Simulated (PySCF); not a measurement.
**Telling isomers of C₅H₇FO₂ apart by NMR**

[PySCF 2.14: PBE0/pcSseg-1 with gauge-including orbitals; coordinates at the GFN2-xTB level; one averaged value for each set of equivalent atoms; a single conformation; no relativistic terms; no solvent]

δ = σ(ref) − σ, references computed at the same level: TMS for ¹H and ¹³C. Splittings of carbon signals by F and P are missing where no couplings were computed. Where no couplings were computed, multiplicities follow the n + 1 count of equivalent neighbours, and m marks all less simple cases (inequivalent or close neighbours, rings, F or P nearby). Shifts are as computed. Against solution values, carbons near 30 ppm lie about +3 ppm off and those near 130 ppm about +5 ppm. Of 1211 compounds with measured shifts, 218 miss one by over three times the rms of a fit or turn the order of signals round; such compounds aren't used in these exercises.

(1) Tabulate the signals of `C=C(F)C(=O)OCC`, `O=C1OCCC[C@@H]1F`, `FCOC1=CCCO1` and their relative energies.

(2) What is the quickest way to tell C=C(F)C(=O)OCC from O=C1OCCC[C@@H]1F?

(3) What is the quickest way to tell O=C1OCCC[C@@H]1F from FCOC1=CCCO1?

(4) What is the quickest way to tell C=C(F)C(=O)OCC from FCOC1=CCCO1?

Answers

(1) 
```tsv
SMILES	carbon types	δC	δH	E rel. (kcal/mol)
C=C(F)C(=O)OCC	2×C 2×CH2 1×CH3	167.5, 165.5, 110.4, 64.6, 15.8	6.08 (m, 1H), 5.55 (m, 1H), 4.28 (q, 2H), 1.46 (t, 3H)	11.6
O=C1OCCC[C@@H]1F	1×C 1×CH 3×CH2	170.0, 92.4, 67.3, 30.7, 25.5	5.12 (m, 1H), 4.75 (m, 1H), 4.38 (m, 1H), 2.34 (m, 1H), 2.16 (m, 1H), 1.81 (m, 1H), 1.71 (m, 1H)	0.0
FCOC1=CCCO1	1×C 1×CH 3×CH2	166.6, 104.2, 70.7, 70.1, 32.0	5.89 (m, 2H), 4.53 (m, 2H), 3.95 (t, 1H), 2.99 (m, 2H)	31.3
```

Energies are electronic energies at PBE0/pcSseg-1 on these geometries, without zero-point or thermal terms, each for the one conformer computed, which needn't be the lowest.

(2) Both give the same number of carbon signals, but DEPT or the intensities differ. The first has a methyl carbon (CH3) at 15.8 ppm, the second an sp3 CH bonded to F, α to a carbonyl at 92.4 ppm. Their most deshielded carbons lie at 167.5 and 170.0 ppm. In the proton spectra the most deshielded non-exchanging signals are 6.08 (m, 1H) and 5.12 (m, 1H).

(3) Both give the same number of carbon signals, with the same numbers of each carbon type, so the positions decide. The first has an sp3 CH bonded to F, α to a carbonyl at 92.4 ppm, the second an sp3 CH2 bonded to F and O at 104.2 ppm. Their most deshielded carbons lie at 170.0 and 166.6 ppm. In the proton spectra the most deshielded non-exchanging signals are 5.12 (m, 1H) and 5.89 (m, 2H).

(4) Both give the same number of carbon signals, but DEPT or the intensities differ. The first has a methyl carbon (CH3) at 15.8 ppm, the second a β carbon of an enol-ether or enamine type C=C (CH) at 70.1 ppm. Their most deshielded carbons lie at 167.5 and 166.6 ppm.
